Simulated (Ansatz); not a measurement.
Frontier orbitals of CH₆BGeNSi, SMILES `B[SiH]([GeH3])C#N`.

The species carries charge 0 and has multiplicity 1. Correlated methods include outer-core shells of Ge, which these sets cover unevenly. Scalar relativity is left out up to krypton. The structure was optimised at the PBE0-D4/def2-TZVP level. Basis def2-TZVPP, Ansatz.

```tsv
functional	HOMO (eV)	LUMO (eV)	gap (eV)
PBE	-7.26	-3.97	3.29
BLYP	-7.12	-3.80	3.32
PBE0	-8.33	-3.03	5.30
LC-ωPBE	-10.85	-0.77	10.08
ωB97X-V	-10.51	-0.87	9.64
ωB97M-V	-10.32	-1.11	9.21
HF	-10.77	0.44	11.21
```

From PBE to PBE0 the HOMO moves by −1.07 eV and the LUMO by +0.94 eV, and with ωB97M-V by −3.05 and +2.86 eV, so the gap grows from 3.29 to 9.20 eV with exact exchange.

LC-ωPBE has ω = 0.4 bohr⁻¹.
